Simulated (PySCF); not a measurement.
LiBe at TPSS

Level: TPSS. PySCF, no relativity, basis sets Li cc-pVDZ, Be cc-pVDZ.

* state: ²Σ⁺ (doublet), unpaired electrons σ ↑
* bond length: 2.583 Å
* harmonic wavenumber: 359 cm⁻¹
* force constant: 0.300 mdyn/Å
* rotational constant Be: 0.6404 cm⁻¹
* anharmonicity ωexe: 5.17 cm⁻¹
* vibration–rotation constant αe: 0.0120 cm⁻¹
* well depth De to Li + Be: 0.63 eV
* dissociation energy D0: 0.61 eV
* bond order (Mayer): 0.96
* dipole moment (positive dipole means Li(−)Be(+)): -2.86 D

The state was picked by a PBE0 search and need not be the measured ground state.
